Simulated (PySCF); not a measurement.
Computed shifts of a molecule C3H4BrCl, KT2/pcSseg-1 run with PySCF, GIAO, gas phase, atoms alike by connectivity averaged where their shifts nearly agree, in ppm (number of nuclei): ¹³C: 81.2 (1), 30.8 (2). ¹H: 2.01 (4). References: ³⁵Cl against HCl (σ = 945.4 ppm); ¹³C against TMS (σ = 185.1 ppm); ¹H against TMS (σ = 31.47 ppm), references at their B3LYP-D3(BJ)/def2-TZVP geometries, non-relativistic (without spin–orbit terms, shifts of atoms bonded to Cl or Br come out too high). Coordinates come from a PBE-D3(BJ)/def2-SVP optimisation. One conformer was computed; it need not be the lowest.

Task: Pick the molecule that these values belong to.
(A) C/C=C(\Cl)Br
(B) C/C(Cl)=C\Br
(C) ClC1(Br)CC1
(D) C/C(Br)=C\Cl

Result: C, ClC1(Br)CC1
